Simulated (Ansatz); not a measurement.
```yaml
crystal:
  periodic: [true, true, true]
  atoms:
    - {symbol: B, position_ang: [-0.534435, 1.657560, 0.155239]}
    - {symbol: O, position_ang: [-0.142645, 0.501505, 0.705085]}
    - {symbol: C, position_ang: [-0.255093, -0.750384, 0.003353]}
    - {symbol: N, position_ang: [0.986325, -1.390128, -0.218120]}
    - {symbol: H, position_ang: [-0.998516, 1.672361, -0.956470]}
    - {symbol: H, position_ang: [-0.397505, 2.651890, 0.807603]}
    - {symbol: H, position_ang: [-0.754417, -0.567909, -0.952423]}
    - {symbol: H, position_ang: [-0.884911, -1.388991, 0.625534]}
    - {symbol: H, position_ang: [1.469116, -1.591496, 0.646964]}
    - {symbol: H, position_ang: [1.595279, -0.845606, -0.813866]}
basis:
  gaussian: {orbitals: STO-3G, final_grid: {core_spheres: 5, valence_spheres: 4, degree: 11}, nuclear_model: gaussian}
total_charge: 1
magnetization: {spin_polarized: true, initial_magnetization: 1}
hamiltonian: {xc: {name: HSE06}}
output: {forces: true}
```

```sh
$ ansatz run in.yaml --threads 2 --pin off --events-out ev --progress --plain --max-ram 4352MiB
```

Question: How does Ansatz answer? (Best estimate.)

Answer: The calculation gave: The program refused the input.
```
Error: YAML parse error: error: line 2 column 3: crystal: missing field `lattice` (a structure is typed as `lattice` and `atoms`, a molecule's as `atoms` in Å alone, or read from a run's directory, `checkpoint`)
 --> <input>:2:3
1 | crystal:
2 |   periodic: [true, true, true]
3 |   atoms:
4 |     - {symbol: B, position_ang: [-0.534435, 1.657560, 0.155239]}
```

HSE06 is defined as in plane-wave codes.
